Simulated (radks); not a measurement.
Results of a calculation; reference values are marked as such.
The mean radii <r> (bohr) of the occupied orbitals of an atom or ion are listed with their occupations. Code: a radial shooting solver on a logarithmic mesh with Libxc functionals. Model: Dirac Kohn-Sham, PBE, spin-unpolarised, spherical densities, finite nucleus; Fermi nuclear charge, rms radius of each element as measured or else 0.836 A^(1/3) + 0.57 fm.

orbital      occ.      <r>
1s1/2           2  0.07684
2s1/2           2   0.3635
2p1/2           2   0.3252
2p3/2           4   0.3277
3s1/2           2    1.097
3p1/2     1.33333    1.157
3p3/2     2.66667    1.163
7f5/2    0.428571    15.72
7f7/2    0.571429    15.72

Name the element and its charge. Open shells, if any, are shared by 2j + 1.

Answer. Z = 20, calcium, charge +3: Ca3+ in [Ne] 3s2 3p4 7f1. The 1s radius gives Z: for a bare nucleus <r> = (2 gamma + 1)/(2Z) with gamma = sqrt(1 - (Z/c)^2), 0.07446 bohr for Z = 20, and screening makes it slightly larger (0.07684 here). The occupations add up to 17, and the charge is Z minus that.
